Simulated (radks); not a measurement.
Values are calculated unless marked as measured or tabulated.
Tc30+, configuration [Ne] 3s2 3p1. Level of theory: Dirac Kohn-Sham, PBE, spin-unpolarised, spherical densities, point nucleus; open shells are shared between the two j in proportion to 2j + 1 (a radial shooting solver on a logarithmic mesh with Libxc functionals).

Normalised radial functions P(r) = r R(r) (large component), r in bohr:

```
   r/bohr * 2p1/2, o 3s1/2, + 3p1/2 (the largest magnitude, 2.69, reaches the edge; | marks zero, & curves that meet)
  0.00117                             &o
 0.001624                             & o
 0.002254                             & o
 0.003129                             &  o
 0.004343                             +*  o
 0.006029                             |&   o
  0.00837                             |+*   o
  0.01162                             | +*  o
  0.01613                             | +  * o
  0.02239                             |   + o *
  0.03108                             |   o +     *
  0.04349                             o        +       *
  0.06038                       o     |          +           *
  0.08382                   o         |          +               *
   0.1164                  o          |      +                   *
   0.1615                          o+ |                    *
   0.2242                +            |         o *
   0.3113          +                  |   *              o
   0.4321              +              |*              o
   0.5998                      +      *      o
   0.8327                            +*o
    1.156                             &
```

2p1/2: eigenvalue -4276.4 eV, 0 radial nodes, <r> = 0.125 bohr, 90 % of the charge inside 0.204 bohr. 3s1/2: eigenvalue -1746.4 eV, 2 radial nodes at r = 0.0434, 0.176 bohr, <r> = 0.360 bohr, 90 % of the charge inside 0.523 bohr. 3p1/2: eigenvalue -1672.7 eV, 1 radial node at r = 0.153 bohr, <r> = 0.345 bohr, 90 % of the charge inside 0.510 bohr.
